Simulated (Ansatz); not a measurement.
# NH₃ ··· HBr

The pair of NH₃ (SMILES N, atoms 1–4) and HBr (SMILES Br, atoms 5–6), both closed shells, in one local arrangement (a lower one may exist), relaxed at PBE0-D4/def2-TZVP:

| atom | x (Å) | y (Å) | z (Å) |
| --- | --- | --- | --- |
| N1 | -0.0042 | 0.0297 | -0.5890 |
| H2 | 0.4064 | 0.9029 | -0.8972 |
| H3 | 0.5285 | -0.7375 | -0.9810 |
| H4 | -0.9550 | -0.0234 | -0.9342 |
| Br5 | 0.0178 | -0.1250 | 2.4754 |
| H6 | 0.0067 | -0.0468 | 0.9261 |

Computed with Ansatz 0.2.0 (basis: def2-TZVPPD, with def2-QZVPPD for the basis limit); correlated methods freeze the cores. Filled d shells of the heavier atoms are correlated. The def2 sets are not built for correlating such inner shells, so the correlated values are less sure here. B3LYP uses VWN-RPA correlation. Extrapolation: Hartree–Fock as exp(−7.88 √X), correlation as X^−2.97. Interaction energies count from these two fragments, frozen as in the pair, with the counterpoise correction; negative means bound.

Q: What is the interaction energy by CCSD(T) at an estimated basis limit (MP2 extrapolated from triple and quadruple zeta, plus CCSD(T) − MP2 in triple zeta)? (Judge from chemistry; the value comes from the calculation.)

A: Computed: -48.7 kJ/mol. Hartree–Fock alone gives -26.8 kJ/mol at the basis limit. It counts from the two fragments frozen as in the pair.

The same quantity by other methods in triple zeta, and each one's difference from that estimate:
```tsv
method	E_int (kJ/mol)	difference
PBE-D4	-61.9	-13.2
revPBE-D4	-56.4	-7.8
BLYP-D4	-51.3	-2.6
r2SCAN-D4	-62.8	-14.1
B97M-V	-50.3	-1.6
PBE0-D4	-61.0	-12.4
B3LYP-D4	-52.8	-4.1
HSE06-D4	-61.5	-12.8
wB97X-V	-49.9	-1.2
wB97M-V	-48.0	0.7
B2PLYP	-47.5	1.1
HF	-27.3	21.4
MP2	-49.9	-1.3
CCSD	-36.7	12.0
CCSD(T)	-40.1	8.6
```
Differences are method less estimate.

Q: Which atoms make the shortest contact between the fragments?

A: N1 and H6, 1.52 Å apart.

Energy to bend the free fragments (PBE0-D4 minima) into their shapes in the pair, CCSD(T)/def2-TZVPPD: NH₃ 0.7 kJ/mol; HBr 18.6 kJ/mol. This must be added to the interaction energy to get the binding energy from relaxed fragments.

Basis-set superposition shift (counterpoise-corrected less uncorrected): CCSD(T) 5.8; MP2 6.0; HF 0.9; PBE0-D4 1.0; wB97M-V 1.1 kJ/mol.

The T1 diagnostic stays at or below 0.009.

For scale, one of the runs: CCSD(T)/def2-TZVPPD, 162 basis functions, launched by `ansatz run in.yaml --threads 2 --pin off --events-out ev --progress --plain --max-ram 5222MiB`. Hardware: 2 CPU threads of an Intel Xeon Platinum 8488C, shared host. Wall time 31 s; peak host memory 1.3 GiB.
